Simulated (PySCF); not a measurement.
**How the method changes the constants of ZnS⁺**

State: ²Π (doublet), unpaired electrons π ↑. Set-up: Zn cc-pVDZ-PP with ECP10, S cc-pV(D+d)Z; scalar-relativistic core potentials (PySCF 2.14). De refers to Zn⁺ + S in their high-spin ground configurations, without counterpoise correction. The functionals are run spin-unrestricted. A positive dipole points towards S; it is taken about the centre of mass and depends on that origin. Levels whose curve was spin-contaminated or gave no clean fit are not listed.

```json
{"Level": "UHF-CCSD", "Re (Å)": "2.161", "ωe (cm⁻¹)": "397", "De (eV)": "1.70", "μ (D)": "n/a"}
{"Level": "UHF-CCSD(T)", "Re (Å)": "2.161", "ωe (cm⁻¹)": "399", "De (eV)": "1.84", "μ (D)": "n/a"}
{"Level": "PBE", "Re (Å)": "2.139", "ωe (cm⁻¹)": "397", "De (eV)": "2.52", "μ (D)": "-3.01"}
{"Level": "revPBE", "Re (Å)": "2.154", "ωe (cm⁻¹)": "388", "De (eV)": "2.30", "μ (D)": "-3.13"}
{"Level": "r²SCAN", "Re (Å)": "2.111", "ωe (cm⁻¹)": "423", "De (eV)": "2.40", "μ (D)": "-3.49"}
{"Level": "r²SCANh", "Re (Å)": "2.112", "ωe (cm⁻¹)": "425", "De (eV)": "2.28", "μ (D)": "-3.69"}
{"Level": "PBE0", "Re (Å)": "2.132", "ωe (cm⁻¹)": "413", "De (eV)": "2.19", "μ (D)": "-3.71"}
{"Level": "HSE06", "Re (Å)": "2.132", "ωe (cm⁻¹)": "412", "De (eV)": "2.19", "μ (D)": "-3.63"}
{"Level": "M06-2X", "Re (Å)": "2.170", "ωe (cm⁻¹)": "395", "De (eV)": "2.12", "μ (D)": "-3.81"}
```

Task: Which functional lies closest to UHF-CCSD(T) in De, which farthest, and by how much do they differ from it?

Result: Closest is M06-2X (+0.9 pm in Re, -1.0 % in ωe, +0.28 eV in De against UHF-CCSD(T) in the same basis), farthest PBE (-2.2 pm in Re, -0.5 % in ωe, +0.68 eV in De). CCSD(T) converges more slowly with the basis than the functionals do and binds too weakly in this one, so the order can change at the basis-set limit.

Task: What does a quarter of exact exchange do here, going from PBE to PBE0?

Result: PBE0 less PBE: -0.7 pm in Re, +4.0 % in ωe, -0.33 eV in De. Exact exchange removes part of the self-interaction that spreads semilocal densities, and in most molecules shortens and stiffens the bond and lowers De; so it does here.

Task: What does the step from GGA to meta-GGA do here, going from PBE to r²SCAN?

Result: r²SCAN less PBE: -2.8 pm in Re, +6.5 % in ωe, -0.12 eV in De. 

Correlated steps freeze 5 core orbitals. Correlated levels converge slowly with the basis: in double zeta they bind strong bonds too weakly, by up to about 1 eV, and carry superposition errors of some tenths. For an ion De counts to the pair picked by the measured ionisation energies or electron affinities, which need not be the lowest pair at this level. The state was picked by a PBE0 search and need not be the measured ground state.
